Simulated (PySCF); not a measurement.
CSe2.
SMILES: `[Se]=C=[Se]`

Theory: PBE0-D3(BJ)/def2-SVP geometry optimisation, gas phase (PySCF).

Take the most abundant isotopes and a rigid rotor. 

(1) What are the moment of inertia and the rotational constant?

(2) List the first levels of a rigid rotor in a Σ state.

(3) Has it a pure rotational spectrum?

## Answers

(1) I = 457.009 u·Å², B = 505379 MHz·u·Å²/I = 1106 MHz (0.0369 cm⁻¹, or 0.053 K as hB/k).

(2) E(J) = BJ(J+1): J = 1: 0.074, J = 2: 0.221, J = 3: 0.443, J = 4: 0.738, J = 5: 1.107, J = 6: 1.549 cm⁻¹. The exchanged nuclei have no spin, so only every second level exists.

(3) Not by electric dipole: D∞h allows no dipole (computed 0.00 D). Rotational Raman lines (ΔJ = 2) lie at B(4J + 6), spaced by 8B = 0.295 cm⁻¹ as every second level is missing.

No frequency check. No vibrational averaging or centrifugal distortion is included, and the geometry carries the error of its method.

Hardware: Intel Xeon Platinum 8488C, one thread, no GPU, shared host with 96 logical CPUs at a one-minute load of 16. Cost: 8.0 s, 0.35 GiB resident at most. This is the geometry optimisation.
